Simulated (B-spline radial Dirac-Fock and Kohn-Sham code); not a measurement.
**Magnetic form factor of the 4f shell of W¹⁹⁺**

System: tungsten as W¹⁹⁺, [Kr] 4d10 4f9.

The run's input, task.json:

```json
{"items": [{
  "Z": 74,
  "q": 19,
  "cfg": [[1, 0, 2], [2, 0, 2], [2, 1, 6], [3, 0, 2], [3, 1, 6], [3, 2, 10], [4, 0, 2], [4, 1, 6], [4, 2, 10], [4, 3, 9]],
  "A": 184,
  "rrms": 5.3658,
  "do": ["scatter"],
  "s": [0.0, 0.06, 0.08, 0.1, 0.12, 0.15, 0.18, 0.22, 0.27, 0.33, 0.4, 0.49, 0.6, 0.73, 0.9, 1.1, 1.35, 1.65, 2.02, 2.47, 3.02, 3.7, 4.53],
  "pz": [0, 0.1, 0.2, 0.3, 0.4, 0.5, 0.6, 0.8, 1.0, 1.2, 1.4, 1.6, 1.8, 2.0, 2.5, 3.0, 4.0, 5.0, 7.0, 10.0, 15.0, 20.0, 30.0, 40.0, 60.0, 100.0],
  "hv_scatter": [5000, 8047.8, 10000, 17479.3, 20000, 100000, 500000, 1000000]
}]}
```

Run with: `python xray_run.py task.json out`

Level of theory: relativistic Hartree-Fock (Dirac-Fock) wave functions, averaged over the configuration; a radial finite-basis atomic code. ⟨j_K⟩ is the integral of the 4f radial density with the spherical Bessel function j_K(4πsr), s = sin θ/λ.

Hund's rules give S = 5/2, L = 5, J = 15/2 for 4f9, so g = 1.333, and the dipole approximation is F = ⟨j0⟩ + C₂⟨j2⟩ with C₂ = (2 − g)/g = 0.500.

```tsv
s (Å⁻¹)	⟨j0⟩	⟨j2⟩	⟨j4⟩	⟨j6⟩	F (dipole)
0	1.0000	0.0000	0.0000	0.0000	1.0000
0.06	0.9922	0.0031	0.0000	0.0000	0.9938
0.08	0.9862	0.0055	0.0000	0.0000	0.9890
0.1	0.9786	0.0085	0.0000	0.0000	0.9829
0.12	0.9693	0.0122	0.0001	0.0000	0.9754
0.15	0.9525	0.0188	0.0002	0.0000	0.9619
0.18	0.9324	0.0266	0.0003	0.0000	0.9457
0.22	0.9008	0.0388	0.0007	0.0000	0.9202
0.27	0.8545	0.0562	0.0015	0.0000	0.8826
0.33	0.7910	0.0793	0.0031	0.0001	0.8306
0.4	0.7090	0.1076	0.0062	0.0002	0.7628
0.49	0.5975	0.1430	0.0124	0.0007	0.6690
0.6	0.4626	0.1798	0.0234	0.0020	0.5525
0.73	0.3187	0.2088	0.0403	0.0051	0.4231
0.9	0.1709	0.2204	0.0649	0.0122	0.2811
1.1	0.0589	0.2034	0.0900	0.0244	0.1606
1.35	-0.0089	0.1587	0.1074	0.0418	0.0705
```

Radial moments of the shell: ⟨r²⟩ = 0.2936, ⟨r⁴⟩ = 0.1508, ⟨r⁶⟩ = 0.1210 in powers of bohr.

Values without a named source are computed, but for edge energies of neutral atoms, which are taken from tables.
